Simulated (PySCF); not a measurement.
C3H4BNO2S.
SMILES: `OB(O)c1ccsn1`

The closed-shell SCF was solved with PySCF and density fitting under several settings on one GFN2-xTB geometry (grid level 2 and gas phase unless stated).

```tsv
settings	basis functions	SCF cycles	E (Eh)	HOMO (eV)	LUMO (eV)	dipole (D)
B3LYP/aug-pcSseg-1, start guess vsap	251	18	-745.0700	-7.47	-1.52	1.27
PBE0/pcSseg-1, grid level 4, level shift 0.3 Eh	163	14	-744.4941	-7.71	-1.23	1.19
PBE0/aug-cc-pVDZ, grid level 1	224	11	-744.6028	-7.66	-1.29	1.26
```

Problem. Estimate the row for these settings: PBE/aug-cc-pVDZ.

Solution. 
```json
{"settings": "PBE/aug-cc-pVDZ", "basis functions": "224", "SCF cycles": "17", "E (Eh)": "-744.5589", "HOMO (eV)": "-6.62", "LUMO (eV)": "-2.13", "dipole (D)": "1.19"}
```

Problem. Over all rows, what range does the HOMO–LUMO gap span?

Solution. From 4.49 eV (PBE/aug-cc-pVDZ) to 6.48 eV (PBE0/pcSseg-1, grid level 4, level shift 0.3 Eh). The functional of the narrowest has no exact exchange, that of the widest 25 % exact exchange.

Problem. Compare two rows with the functional PBE0: PBE0/aug-cc-pVDZ, grid level 1 and PBE0/pcSseg-1, grid level 4, level shift 0.3 Eh. Which energy is lower, and by how much?

Solution. PBE0/aug-cc-pVDZ, grid level 1 (224 functions) lies 0.1087 Eh or 68 kcal/mol below PBE0/pcSseg-1, grid level 4, level shift 0.3 Eh (163 functions).

Whole jobs, the steps after the SCF included, on one thread of an Intel Xeon at 2.70 GHz (shared host):

```tsv
settings	work after the SCF	wall time	peak memory
B3LYP/aug-pcSseg-1, start guess vsap	spin–spin couplings from 9 perturbed nuclei, spin–dipole term for 2 of them	95 s	1.0 GiB
PBE0/pcSseg-1, grid level 4, level shift 0.3 Eh	shieldings, ring-centre shieldings, charges and field gradients	78 s	0.73 GiB
PBE0/aug-cc-pVDZ, grid level 1	shieldings, ring-centre shieldings	30 s	0.81 GiB
PBE/aug-cc-pVDZ	6 singlets by full TDDFT, 5 Tamm–Dancoff triplets, polarisability	62 s	0.67 GiB
```

Cycle counts include a coarse-grid stage where the run had one.

Shape of the structure used: `[OH:1][B:2]([OH:3])[c:4]1[cH:5][cH:6][s:7][n:8]1`: O1–B2–C4–C5 180°, H–O1–B2–O3 180°, H–O3–B2–O1 0°.

One conformer stands for the species.
